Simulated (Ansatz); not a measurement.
Consider the cleavage of the B–Ge bond: `[BH2][GeH2][OH]` + `CC(O)[SiH3]` → `BOC(C)[SiH3]` + `[OH][GeH3]`.

Program: Ansatz. Geometries: PBE0-D4/def2-TZVP. ΔE: electronic, gas phase. CBS: MP2 limit from def2 TZ/QZ plus the TZ coupled-cluster correction, frozen cores. DFT in def2-TZVPP. For Ge outer-core shells are correlated without core-valence functions, which leaves a few kJ/mol of doubt a bond. Scalar relativity is left out up to krypton. Each species was taken in one conformer, which may not be the lowest.

`[BH2][GeH2][OH]`:

Cartesian coordinates in Å:
```
B -1.521 -0.112 0.308
Ge 0.412 0.347 -0.198
O 1.431 -1.086 0.141
H -1.812 -1.184 0.741
H -2.376 0.710 0.166
H 0.960 1.549 0.612
H 0.552 0.714 -1.696
H 2.354 -0.939 -0.074
```

`CC(O)[SiH3]`:

```xyz
12

C    -0.294    0.352    1.301
C    -0.117   -0.522    0.072
O     1.045   -1.337    0.162
Si    0.072    0.490   -1.520
H    -1.192    0.970    1.221
H    -0.398   -0.262    2.203
H     0.567    1.011    1.439
H    -1.013   -1.153   -0.045
H     0.997   -1.849    0.975
H     1.244    1.396   -1.405
H    -1.156    1.309   -1.712
H     0.245   -0.406   -2.692
```

`BOC(C)[SiH3]`:

```xyz
14

B    -1.993    0.346   -1.130
O    -0.663    0.370   -0.969
C    -0.036    0.054    0.280
C     0.765    1.251    0.748
Si    1.031   -1.496    0.014
H    -2.709    0.063   -0.205
H    -2.411    0.617   -2.218
H    -0.816   -0.179    1.017
H     1.527    1.522    0.015
H     1.263    1.031    1.696
H     0.114    2.117    0.899
H     0.177   -2.609   -0.476
H     1.654   -1.884    1.309
H     2.097   -1.205   -0.978
```

`[OH][GeH3]`:

```xyz
6

O     0.659    0.720    0.964
Ge   -0.335   -0.228   -0.172
H     1.515    0.955    0.599
H    -1.633   -0.495    0.594
H     0.387   -1.541   -0.532
H    -0.593    0.589   -1.452
```

```
             level  ΔE (kJ/mol)
            PBE-D4       -161.6
         r2SCAN-D4       -165.7
           ωB97X-V       -163.2
           ωB97M-V       -166.8
    MP2/def2-TZVPP       -168.9
SCS-MP2/def2-TZVPP       -168.4
SCS-MP2/def2-QZVPP       -167.3
     MP2/CBS(def2)       -165.1
```

Problem. What does CCSD(T)/CBS give? (Best estimate.)

Solution. Ansatz gave: -160.8 kJ/mol. The listed levels differ from it by -0.8, -4.9, -2.4, -6.0, -8.1, -7.6, -6.5, -4.3 kJ/mol.

Largest T1 diagnostic among the species: 0.013.
